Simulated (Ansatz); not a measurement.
Coupled-cluster diagnostics for CdCl4, Ansatz.

Geometry of the singlet (PBE0-D4/def2-SVP):

```xyz
5

Cd   -0.005    0.008   -0.017
Cl   -0.028   -2.331   -1.069
Cl   -0.044   -4.339   -1.965
Cl    0.052    4.327    1.990
Cl    0.025    2.335    1.061
```

In the def2 sets Cd takes a core potential; there is no spin–orbit coupling. Correlated methods freeze 20 core orbitals; core or outer-core shells of Cd are correlated, in sets that lack core-valence functions. In the singlet, Cl4 and Cl5 lie 2.20 Å apart, Cl2 and Cl3 lie 2.20 Å apart (atoms count from 1), so these atoms are partly bonded to each other. Another isomer (singlet) lies 3.09 eV lower at PBE0-D4/def2-TZVP; other spin states weren't run for this one.

Estimate the CCSD(T) correlation energy, the shares of MP2 and (T), T1 and the reference's ⟨S²⟩ for: charge 0, singlet, own geometry in def2-TZVP; and the rough time on 4 threads of Arm Neoverse V2 on a shared host.


```json
{"state": "charge 0, singlet, own geometry", "basis": "def2-TZVP", "correlation (eV)": "-37.661", "MP2 share (%)": "94.3", "(T) share (%)": "4.2", "T1": "0.012", "⟨S²⟩ (pure)": "0.00 (0.00)", "wall time": "1.7 min", "remarks": "restricted SCF unstable"}
```
Customary marks for T1 are 0.02 (closed shells), 0.045 (open shells) and about 0.05 (3d metals). T1 stays under 0.02 throughout.
